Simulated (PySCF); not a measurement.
C₂H₇ClOSi₂, SMILES [Si@@H](C([SiH3])=C)(O)Cl.

The structure is a stationary point at PBE-D3(BJ)/def2-SVP. The structure was generated by enumeration; whether it is a known compound was not checked. One conformer was computed; it need not be the lowest.

The numbers are results of PBE-D3(BJ)/def2-SVP in PySCF, not measurements.

Frequencies are harmonic and unscaled.

Computed harmonic wavenumbers and intensities:
```json
[
 {"mode": "1", "ν (cm⁻¹)": "42", "IR (km/mol)": "0.6", "moving atoms (share of kinetic energy)": "C 28 %, Si 21 %, O 18 %, H 18 %, Cl 17 %"},
 {"mode": "2", "ν (cm⁻¹)": "93", "IR (km/mol)": "1.0", "moving atoms (share of kinetic energy)": "Cl 34 %, Si 30 %, H 21 %"},
 {"mode": "3", "ν (cm⁻¹)": "129", "IR (km/mol)": "0.1", "moving atoms (share of kinetic energy)": "H 84 %, Cl 9 %"},
 {"mode": "4", "ν (cm⁻¹)": "173", "IR (km/mol)": "1.9", "moving atoms (share of kinetic energy)": "C 35 %, H 24 %, Si 20 %, O 15 %"},
 {"mode": "5", "ν (cm⁻¹)": "206", "IR (km/mol)": "6.3", "moving atoms (share of kinetic energy)": "O 32 %, H 31 %, Cl 13 %, Si 12 %, C 11 %"},
 {"mode": "6", "ν (cm⁻¹)": "234", "IR (km/mol)": "6.5", "moving atoms (share of kinetic energy)": "H 27 %, Si 26 %, C 21 %, O 21 %"},
 {"mode": "7", "ν (cm⁻¹)": "282", "IR (km/mol)": "29.9", "moving atoms (share of kinetic energy)": "H 36 %, C 29 %, Si 20 %, O 10 %"},
 {"mode": "8", "ν (cm⁻¹)": "319", "IR (km/mol)": "79.5", "moving atoms (share of kinetic energy)": "H 48 %, O 21 %, C 11 %, Cl 10 %, Si 9 %"},
 {"mode": "9", "ν (cm⁻¹)": "362", "IR (km/mol)": "18.6", "moving atoms (share of kinetic energy)": "C 39 %, H 31 %, Si 19 %"},
 {"mode": "10", "ν (cm⁻¹)": "470", "IR (km/mol)": "9.0", "moving atoms (share of kinetic energy)": "Si 39 %, H 20 %, Cl 19 %, C 18 %"},
 {"mode": "11", "ν (cm⁻¹)": "546", "IR (km/mol)": "68.5", "moving atoms (share of kinetic energy)": "Si 53 %, Cl 21 %, H 18 %"},
 {"mode": "12", "ν (cm⁻¹)": "599", "IR (km/mol)": "49.4", "moving atoms (share of kinetic energy)": "H 73 %, C 16 %, Si 10 %"},
 {"mode": "13", "ν (cm⁻¹)": "627", "IR (km/mol)": "30.0", "moving atoms (share of kinetic energy)": "H 65 %, C 18 %, Si 16 %"},
 {"mode": "14", "ν (cm⁻¹)": "721", "IR (km/mol)": "28.4", "moving atoms (share of kinetic energy)": "H 85 %, C 8 %"},
 {"mode": "15", "ν (cm⁻¹)": "762", "IR (km/mol)": "58.6", "moving atoms (share of kinetic energy)": "H 78 %, O 19 %"},
 {"mode": "16", "ν (cm⁻¹)": "781", "IR (km/mol)": "88.0", "moving atoms (share of kinetic energy)": "H 84 %, C 10 %"},
 {"mode": "17", "ν (cm⁻¹)": "803", "IR (km/mol)": "93.1", "moving atoms (share of kinetic energy)": "H 37 %, C 36 %, Si 18 %, O 9 %"},
 {"mode": "18", "ν (cm⁻¹)": "856", "IR (km/mol)": "375.7", "moving atoms (share of kinetic energy)": "H 75 %, Si 13 %, O 8 %"},
 {"mode": "19", "ν (cm⁻¹)": "888", "IR (km/mol)": "141.0", "moving atoms (share of kinetic energy)": "H 87 %, Si 10 %"},
 {"mode": "20", "ν (cm⁻¹)": "894", "IR (km/mol)": "13.3", "moving atoms (share of kinetic energy)": "H 33 %, Si 33 %, O 31 %"},
 {"mode": "21", "ν (cm⁻¹)": "904", "IR (km/mol)": "32.7", "moving atoms (share of kinetic energy)": "H 97 %"},
 {"mode": "22", "ν (cm⁻¹)": "912", "IR (km/mol)": "32.3", "moving atoms (share of kinetic energy)": "H 96 %"},
 {"mode": "23", "ν (cm⁻¹)": "967", "IR (km/mol)": "22.2", "moving atoms (share of kinetic energy)": "H 73 %, C 27 %"},
 {"mode": "24", "ν (cm⁻¹)": "1106", "IR (km/mol)": "22.3", "moving atoms (share of kinetic energy)": "C 50 %, H 48 %"},
 {"mode": "25", "ν (cm⁻¹)": "1377", "IR (km/mol)": "22.0", "moving atoms (share of kinetic energy)": "H 84 %, C 15 %"},
 {"mode": "26", "ν (cm⁻¹)": "1595", "IR (km/mol)": "16.7", "moving atoms (share of kinetic energy)": "C 88 %, H 12 %"},
 {"mode": "27", "ν (cm⁻¹)": "2157", "IR (km/mol)": "82.9", "moving atoms (share of kinetic energy)": "H 98 %"},
 {"mode": "28", "ν (cm⁻¹)": "2169", "IR (km/mol)": "81.5", "moving atoms (share of kinetic energy)": "H 96 %"},
 {"mode": "29", "ν (cm⁻¹)": "2175", "IR (km/mol)": "75.3", "moving atoms (share of kinetic energy)": "H 96 %"},
 {"mode": "30", "ν (cm⁻¹)": "2222", "IR (km/mol)": "94.8", "moving atoms (share of kinetic energy)": "H 97 %"},
 {"mode": "31", "ν (cm⁻¹)": "3023", "IR (km/mol)": "16.8", "moving atoms (share of kinetic energy)": "H 95 %"},
 {"mode": "32", "ν (cm⁻¹)": "3111", "IR (km/mol)": "4.5", "moving atoms (share of kinetic energy)": "H 89 %, C 11 %"},
 {"mode": "33", "ν (cm⁻¹)": "3753", "IR (km/mol)": "77.7", "moving atoms (share of kinetic energy)": "H 94 %"}
]
```
